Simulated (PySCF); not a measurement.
Species: C₃H₈BN.
SMILES: `BN1C[C@@H]1C`

The closed-shell ground state was solved at several levels (PySCF, density fitting, gas phase, non-relativistic). Geometry: PBE0-D3(BJ)/def2-SVP; no solvent, vibrations or thermal averaging.

```csv
level,basis functions,total energy (Eh),HOMO (eV),LUMO (eV),gap (eV),dipole (D)
LC-wPBE/pcSseg-2,292,-198.6631,-10.52,1.89,12.41,2.31
mPW1PW91/pcSseg-2,292,-198.7427,-7.78,-0.14,7.64,2.34
PBE0/STO-3G,33,-196.0581,-5.87,3.82,9.69,2.36
BHandHLYP/pcSseg-2,292,-198.6640,-8.92,0.68,9.60,2.25
PBE0/pcSseg-2,292,-198.5417,-7.76,-0.13,7.63,2.35
wB97X-D/pcSseg-2,292,-198.7250,-9.61,1.62,11.23,2.35
PBE0/6-31G,61,-198.4075,-7.56,0.65,8.21,2.52
CAM-B3LYP/pcSseg-2,292,-198.6793,-9.13,0.79,9.92,2.35
```

(1) Estimate the row for B97-2/pcSseg-2, a basis of 292 functions; the other rows only guide the guess.

(2) Over all these levels, which gives the widest orbital gap and which the narrowest?

(3) How much does the basis alone move the frontier levels among the 3 PBE0 rows?

(4) In the pcSseg-2 basis, how does the gap go with the fixed share of exact exchange?

(5) How far do the dipole and the HOMO energy spread over the levels?

Answers

(1) Total energy -198.7193 Eh, HOMO -7.49 eV, LUMO -0.13 eV, gap 7.36 eV, dipole 2.32 D.

(2) LC-wPBE/pcSseg-2 (range-separated hybrid) has the widest, 12.41 eV, and B97-2/pcSseg-2 (global hybrid, 21 % exact exchange) the narrowest, 7.36 eV. The two share the basis. From the narrowest to the widest the HOMO moves by -3.03 eV and the LUMO by +2.02 eV.

(3) The HOMO by 1.89 eV and the LUMO by 3.95 eV. By rising basis size (HOMO, LUMO in eV): STO-3G -5.87, 3.82; 6-31G -7.56, 0.65; pcSseg-2 -7.76, -0.13.

(4) B97-2 (21 %) 7.36 eV; PBE0 (25 %) 7.63 eV; mPW1PW91 (25 %) 7.64 eV; BHandHLYP (50 %) 9.60 eV. Each rise in the share widens the gap here.

(5) The dipole runs from 2.25 to 2.52 D (mean 2.35 D) and the HOMO from -10.52 to -5.87 eV.

Note: wB97X-D ran without an empirical dispersion term, which enters the total energy and its gradient alone.
